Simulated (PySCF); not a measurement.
SiF₂Cl, SMILES F[Si](F)Cl, multiplicity 2.

Geometry optimised at B3LYP-D3(BJ)/def2-SVP.

These are TDA-PBE0/def2-SVPD in PySCF values and carry that method's errors.

Vertical excitations. The molecule is in vacuum.

Computed lowest excited states:
```tsv
state	energy (eV)	λ (nm)	f	main pairs
root 1	4.74	261	0.001	β HOMO→LUMO 99 %
root 2	4.87	254	0.009	β HOMO−1→LUMO 98 %
root 3	6.19	200	0.068	α HOMO→LUMO 97 %
root 4	6.43	193	0.093	α HOMO→LUMO+1 78 %, β HOMO−2→LUMO 19 %
root 5	6.77	183	0.112	α HOMO→LUMO+2 23 %, α HOMO→LUMO+1 16 %, β HOMO−2→LUMO 55 %
root 6	7.00	177	0.002	β HOMO−3→LUMO 98 %
root 7	7.05	176	0.098	α HOMO→LUMO+2 60 %, α HOMO→LUMO+3 12 %, β HOMO−2→LUMO 20 %
root 8	7.35	169	0.010	β HOMO−4→LUMO 97 %
root 9	7.62	163	0.035	α HOMO→LUMO+3 85 %
root 10	8.03	154	0.024	β HOMO−5→LUMO 93 %
```
Unrestricted roots are not spin-pure.
